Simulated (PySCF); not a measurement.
# Functional dependence of a UV spectrum

Compound: methane selenol, CH₄Se.
Atom-mapped SMILES: `[CH3:1][SeH:2]` (hydrogens: H3, H4, H5 on C1; H6 on Se2)

Linear-response calculations in the def2-SVPD basis (PySCF; singlets by full response, triplets Tamm–Dancoff, core orbitals frozen in the response; HF means time-dependent Hartree–Fock). 'Strongest' is the level of largest summed f among the singlets computed (10 roots, of which the last may lack a degenerate partner); it can jump between rows when another state enters that window. S1 is the lowest singlet of each run and needn't be the same state throughout; f(S1) is that of one state. Geometry: PBE0-D3(BJ)/def2-SVP; no solvent, vibrations or thermal averaging. The LDA/def2-SVPD calculation is non-relativistic and has no spin–orbit coupling, an omission that weighs most on selenium.

```
functional                               kind  S1 (eV)  f(S1)  strongest (eV)  T1 (eV)  HOMO (eV)  gap (eV)  ionisation energy, ΔSCF (eV)
       LDA                                LDA     4.55  0.005            7.79     4.23      -5.45      4.40                          9.12
       PBE                                GGA     4.53  0.004            7.69     4.15      -5.35      4.40                          8.91
     B3LYP  global hybrid, 20% exact exchange     4.67  0.004            8.04     4.28      -6.29      5.86                          9.03
      PBE0  global hybrid, 25% exact exchange     4.81  0.003            8.29     4.36      -6.51      6.36                          8.96
 BHandHLYP  global hybrid, 50% exact exchange     4.91  0.003            8.61     4.46      -7.54      8.02                          8.90
 CAM-B3LYP             range-separated hybrid     4.79  0.003            8.33     4.36      -7.83      8.46                          9.05
   LC-wPBE             range-separated hybrid     5.02  0.002            8.78     4.51      -9.20     10.86                          9.04
        HF                       Hartree–Fock     5.19  0.003            9.14     4.61      -9.14     11.09                   not settled
```

What does wB97X-D (range-separated hybrid) give?

S1 (eV) 4.90, f(S1) 0.003, strongest (eV) 8.45, T1 (eV) 4.51, HOMO (eV) -8.37, gap (eV) 9.85, ionisation energy, ΔSCF (eV) 9.01. S1 runs from 4.53 eV (PBE) to 5.19 eV (HF), a spread of 0.66 eV, while the orbital gap spreads over 6.7 eV. Along PBE (0%), B3LYP (20%), PBE0 (25%), BHandHLYP (50%), HF (100%) S1 rises with the share of exact exchange. −ε(HOMO) comes closest to its own ΔSCF ionisation energy with LC-wPBE (+0.16 eV) and misses most with LDA (-3.67 eV). 'Not settled' means that the ion's SCF failed to converge or may have ended in another state than the lowest.
